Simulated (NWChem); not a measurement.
# sulfur tetrafluoride (SF$_{4}$); SMILES FS(F)(F)F

All runs: NWChem. The geometry was optimised at PBE0/def2-SVP. Level: PBE0/def2-SVP with COSMO at NWChem's default radii, gas-phase geometry; rows give the dielectric constant.

For dielectric constant 46.7:

- electrostatic solvation energy (kcal/mol) = -3.6
- dipole in solution (D) = 1.16

Task: What are these values for dielectric constant 2.0?

Result: 
| Property | Result |
|---|---|
| electrostatic solvation energy (kcal/mol) | -1.7 |
| dipole in solution (D) | 1.06 |
